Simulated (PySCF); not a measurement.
# Unknown compound

Molecular formula: C$_{2}$H$_{8}$B$_{2}$N$_{2}$. Simulated spectra:

$^{1}$H NMR (300 MHz, computed): δ 3.63 (br, 1H), 3.31 (br, 1H), 3.25 (br, 1H), 2.40 (s, 1H), 1.94 (br s, 2H), 1.74 (br s, 2H).

$^{13}$C{$^{1}$H} NMR (computed): δ 92.2 (C), 83.5 (CH).

[PySCF: J: B3LYP/pcJ-1 (spin–dipole term only in couplings to heteroatoms); structure optimised with PBE0-D3(BJ)/def2-SVP; NMR shieldings at KT3/pcSseg-2/GIAO; single conformer; relativity neglected; gas phase; fast rotation and ring inversion assumed for equivalent nuclei]

References, each an isolated molecule treated in the same way: $^{1}$H (σref 31.35) and $^{13}$C (σref 181.31) against TMS.

Propose a structure and justify it.

Answers


1. 2 carbon signals for 2 carbons: no two carbons are equivalent.
2. Carbon types of the structure: 1 × C, 1 × CH, leaving 7 H on heteroatoms.
3. δC 92.2: alkyne carbon; sp carbons lie upfield of alkene carbons because the cylindrical π system leaves one tensor component strongly shielded.
4. δC 83.5: terminal alkyne carbon; the triple bond shields along its axis, which puts it between sp3 and sp2 carbons.
5. δH 3.63: hydrogen on a boron bonded to C, 2 N, in a 4-membered ring.
6. δH 3.31, 3.25: hydrogen on a boron bonded to 2 N, in a 4-membered ring.
7. δH 2.40: hydrogen on a terminal alkyne carbon; it lies on the axis of the triple bond, in its shielding cone.
8. δH 1.94, 1.74: hydrogen on a donor nitrogen of a Lewis adduct; labile proton, position sensitive to the medium.
9. The protons at 3.31 and 3.25 share a coupling of 6.8 Hz (geminal).

The compound is `C#C[BH-]1[NH2+][BH2-][NH2+]1`.

The data come from this structure; uniqueness wasn't tested.

The OH or NH signal is concentration- and solvent-dependent in practice; the value given is the gas-phase one. Hydrogens on boron are broadened and split by $^{11}$B (spin 3/2, 80 %) and 10B (spin 3). A carbon bonded to boron is broadened by the quadrupolar boron nucleus and is often missing from a measured spectrum. Shifts are as computed, not scaled to solution data. Of 1211 compounds with measured shifts, 218 miss one by over three times the rms of a fit or turn the order of signals round; such compounds aren't used in these exercises. Couplings to exchangeable protons are dropped.
